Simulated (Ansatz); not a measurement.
Compare A (`[CH3][GeH2][CH]=N`) with its isomer B (`[CH3][GeH]1[CH2][NH]1`).

Program: Ansatz. Geometries: PBE0-D4/def2-TZVP. ΔE: electronic, gas phase. CCSD(T)/CBS is the MP2 limit (def2-TZVPP, def2-QZVPP) plus CCSD(T) − MP2 in def2-TZVPP, frozen cores. Functionals use def2-TZVPP. B3LYP here is the variant with VWN-RPA as its local correlation; programs differ in this. For Ge outer-core shells are correlated without core-valence functions, which leaves a few kJ/mol of doubt a bond. Scalar relativity is left out up to krypton. Each species was taken in one conformer, which may not be the lowest.

A:

Z-matrix (Å, degrees):
```
C
Ge 1 1.951
H 1 1.091 2 110.7
H 1 1.090 2 109.9 3 -119.6
H 1 1.091 2 110.7 3 120.9
C 2 1.975 1 108.2 3 -60.6
H 2 1.541 1 111.1 3 59.2
H 2 1.541 1 111.1 3 179.6
N 6 1.266 2 125.9 1 -0.2
H 6 1.097 2 118.0 1 179.8
H 9 1.023 6 111.7 2 0.0
```

B:

Z-matrix (Å, degrees):
```
C
Ge 1 1.937
H 1 1.090 2 111.0
H 1 1.091 2 110.3 3 120.9
H 1 1.090 2 108.2 3 -119.9
C 2 1.916 1 123.7 3 100.4
N 2 1.878 1 113.5 3 152.0
H 2 1.531 1 118.0 3 -67.7
H 6 1.089 2 117.8 1 -158.5
H 6 1.087 2 120.3 1 -13.5
H 7 1.013 2 115.1 1 140.5
```

(1) Which is lower in electronic energy at CCSD(T)/CBS, and by how much? (Best estimate.)

(2) Give E(B) − E(A) in kJ/mol with HF/def2-TZVPP, ωB97M-V, B3LYP, CCSD/def2-TZVPP, B2PLYP, PBE0-D4, r2SCAN-D4. (An estimate is asked.)

Largest T1 diagnostic: 0.012.

Answers

(1) The calculation gave: A, by 35.5 kJ/mol.

(2) Computed: HF/def2-TZVPP 74.5, ωB97M-V 41.6, B3LYP 50.0, CCSD/def2-TZVPP 47.2, B2PLYP 44.5, PBE0-D4 31.8, r2SCAN-D4 34.6. None reverses the order clearly.

In def2-TZVPP, CCSD(T) changes the Hartree–Fock value by −30.4 kJ/mol (the triples alone add −3.0 kJ/mol) and MP2 by −45.1 kJ/mol.
